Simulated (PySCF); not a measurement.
N, charge +1, triplet; WB97X/cc-pVTZ run with PySCF.

Here is a job for PySCF.
```python
from pyscf import gto, scf, dft

mol = gto.Mole()
mol.atom = '''
    N     0.00000000    0.00000000    0.00000000
'''
mol.basis = 'cc-pvtz'
mol.charge = 1
mol.spin = 2
mol.verbose = 4
mol.build()

mf = dft.UKS(mol)
mf.xc = 'wb97x'
mf.kernel()
```

The log (banner, timings and long lists left out):

```
PySCF version 2.14.0

[INPUT] verbose = 4
[INPUT] num. atoms = 1
[INPUT] num. electrons = 6
[INPUT] charge = 1
[INPUT] spin (= nelec alpha-beta = 2S) = 2
[INPUT] symmetry False subgroup None
[INPUT] Mole.unit = angstrom
[INPUT] Symbol           X                Y                Z      unit          X                Y                Z       unit  Magmom
[INPUT]  1 N      0.000000000000   0.000000000000   0.000000000000 AA    0.000000000000   0.000000000000   0.000000000000 Bohr   0.0

nuclear repulsion = 0
number of shells = 9
number of NR pGTOs = 42
number of NR cGTOs = 30
basis = cc-pvtz
ecp = {}

******** <class 'pyscf.dft.uks.UKS'> ********
method = UKS
initial guess = minao
damping factor = 0
level_shift factor = 0
DIIS = <class 'pyscf.scf.diis.CDIIS'>
diis_start_cycle = 1
diis_space = 8
diis_damp = 0
SCF conv_tol = 1e-09
SCF conv_tol_grad = None
SCF max_cycles = 50
direct_scf = True
direct_scf_tol = 1e-13
number electrons alpha = 4  beta = 2
XC library pyscf.dft.libxc version 7.1.2
    S. Lehtola, C. Steigemann, M. J. T. Oliveira, and M. A. L. Marques,  SoftwareX 7, 1–5 (2018)
XC functionals = wb97x
    J.-D. Chai and M. Head-Gordon,  J. Chem. Phys. 128, 084106 (2008)
radial grids:
    Treutler-Ahlrichs [JCP 102, 346 (1995); DOI:10.1063/1.469408] (M4) radial grids

becke partition: Becke, JCP 88, 2547 (1988); DOI:10.1063/1.454033
pruning grids: <function nwchem_prune>
grids dens level: 3
symmetrized grids: False
atomic radii adjust function: <function treutler_atomic_radii_adjust>
small_rho_cutoff = 0
Set gradient conv threshold to 3.16228e-05
tot grids = 13904
init E= -54.2048534318225

cycle= 1 E= -53.9391534647165  delta_E= 0.266  |g|= 0.435  |ddm|= 0.629
cycle= 2 E= -54.050543920242  delta_E= -0.111  |g|= 0.129  |ddm|= 0.42
cycle= 3 E= -54.0544882958707  delta_E= -0.00394  |g|= 0.0185  |ddm|= 0.0617
cycle= 4 E= -54.054712564678  delta_E= -0.000224  |g|= 0.00235  |ddm|= 0.0221
cycle= 5 E= -54.0547174652424  delta_E= -4.9e-06  |g|= 0.000279  |ddm|= 0.00342
cycle= 6 E= -54.0547175227829  delta_E= -5.75e-08  |g|= 1.43e-05  |ddm|= 0.000426
cycle= 7 E= -54.0547175232051  delta_E= -4.22e-10  |g|= 8.09e-06  |ddm|= 2.08e-05
Extra cycle  E= -54.054717523504  delta_E= -2.99e-10  |g|= 8.05e-06  |ddm|= 1.46e-05
converged SCF energy = -54.054717523504  <S^2> = 2.003584  2S+1 = 3.0023884
```
